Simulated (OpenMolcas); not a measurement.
# Mg I: from RASSCF to RASPT2

```
Program             : OpenMolcas 26.06
Basis               : ANO-RCC-VTZP [5s4p2d1f]
Scalar Hamiltonian  : DKH2, point nucleus
Active space        : 2 electrons in 9 orbitals (RAS2 3s 3p; RAS3 3d, at most 2 electrons)
State averaging     : 2S+1 = 3 even, 3 roots; 2S+1 = 1 even, 1 root; 2S+1 = 3 odd, 3 roots; 2S+1 = 1 odd, 3 roots
Spin-orbit coupling : state interaction with AMFI integrals over the reference wave functions, term energies averaged over their components
```

Methods on the same reference wave functions:
A. RASSCF
B. SS-RASPT2, IPEA 0.25 Eh, imaginary shift 0.1 Eh (closed shells correlated: 2s 2p)
C. XMS-RASPT2, IPEA 0.25 Eh, imaginary shift 0.1 Eh (closed shells correlated: 2s 2p)

Energies in cm-1 above 3s2 1S0, the measured ground level; measured values from NIST Handbook of Basic Atomic Spectroscopic Data.

```
      Level      A      B      C  Measured
    3s2 1S0    0.0    0.0    0.0       0.0
3s 3p 3P* 0  21075  21565  21515     21850
3s 3p 3P* 1  21091  21581  21531     21870
3s 3p 3P* 2  21123  21613  21563     21911
3s 3p 1P* 1  37726  37014  36897     35051
```

Deviations, from unrounded energies. A percentage is the sum of absolute deviations over the sum of measured energies, with the sign that they share, or ± where signs differ.

```tsv
Against measurement	Levels	A	B	C
mean absolute deviation (cm-1)	4	1300	710	720
other configurations (%)	4	±5.0	±2.8	±2.9
```

B, C lie about equally close to measurement and A furthest from it. The largest miss of B in the table is 3s 3p 1P* 1, by +2000 cm-1. The ranking rests on the paired levels alone, and a cruder setting can come out closer through cancelling errors.

Between B and C the level of the table that moves most is 3s 3p 1P* 1, by 120 cm-1 (lowest in C, highest in B).

The lowest spin-free term lies below A's lowest term by 0.240 hartree in B, 0.240 hartree in C.

Active for correlation alone: 3d; no level in the range computed is led by a configuration that fills it, so any true level of that kind is missing. Without dynamic correlation excited terms often stand tens of per cent too high (terms of higher spin than the ground term too low), and those without a measured partner can miss by more than the paired ones (holds for A). Measured partners are found by configuration, term and J. A level has none where our copy of the source lacks it or the pairing is in doubt (some pairs that miss far off the trend of their configuration count as doubtful), and it then counts in no deviation. Only configurations of the active space appear. The table leaves out levels that lie high or whose names do not pair safely across all columns.

* marks odd parity.
